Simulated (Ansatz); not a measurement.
Isolated molecules relaxed with PBE0-D4/def2-TZVP in Ansatz; ΔE leaves out vibrations. CCSD(T)/CBS adds triple-zeta CCSD(T) − MP2 to the extrapolated MP2 energy (def2 sets, frozen cores). This one scheme is used for every species. Functionals use def2-TZVPP. Each species was taken in one conformer, which may not be the lowest.

`C=NBCCl` + CH₄ → `C=NBC` + `CCl`  (formal exchange of groups at a B–C bond)

(1) Is it downhill or uphill in electronic energy at CCSD(T)/CBS, and by how much? (Best estimate.)

(2) What do these levels give: ωB97X-V, PBE, MP2/def2-TZVPP, HF/def2-QZVPP, HF/CBS(def2), MP2/CBS(def2)? (Estimate.)

Largest T1 diagnostic among the species: 0.014.

## Answers

(1) The calculation gave: Uphill: ΔE = +0.11 eV.

(2) Ansatz gave: ωB97X-V 0.10, PBE 0.07, MP2/def2-TZVPP 0.12, HF/def2-QZVPP 0.04, HF/CBS(def2) 0.04, MP2/CBS(def2) 0.13 eV.

The D4 term adds +0.05 eV with B3LYP and +0.03 eV with PBE0; it sums over pairs of atoms, weighted by their polarisabilities, and B3LYP, whose exchange is more repulsive, gets the larger term. In def2-TZVPP, CCSD(T) changes the Hartree–Fock value by +0.07 eV (the triples alone add +0.02 eV) and MP2 by +0.08 eV.

B3LYP here is the variant with VWN-RPA as its local correlation; programs differ in this.
